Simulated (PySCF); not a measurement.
```xyz
3
charge 1 multiplicity 1, angstrom
Ga    0.0000    0.0000    0.0000
Br    0.0000    0.0000    2.1675
Br    0.0000    0.0000   -2.1675
```

Computed with PySCF, PBE0, basis Ga def2-TZVP, Br def2-TZVP (no relativity, density fitting).

This geometry of GaBr₂⁺ is a stationary point at this level.

Task: What is the point group?

Result: D∞h.

Task: Is it a minimum?

Result: Yes: all harmonic wavenumbers are real.

Task: List the harmonic modes with their infrared intensities.

Result: 
```csv
symmetry,ω (cm⁻¹),"IR (km/mol, summed over degenerate members)"
πu,90,12.7
σg+,257,0.0
σu+,473,53.5
```

Task: Give the atomic charges and bond orders.

Result: 
| atom | Mulliken | Löwdin | polar tensor | Mayer order to Ga1 |
| --- | --- | --- | --- | --- |
| Ga1 | 0.76 | -0.04 | 1.22 | – |
| Br2,3 | 0.12 | 0.52 | -0.11 | 1.48 |

In D∞h the vibrations span πu + σg+ + σu+. The σg+ mode carries no infrared intensity, as symmetry demands. With a centre of inversion only u modes can be infrared active and only g modes Raman active.

Other isomers or separated fragments may lie lower.
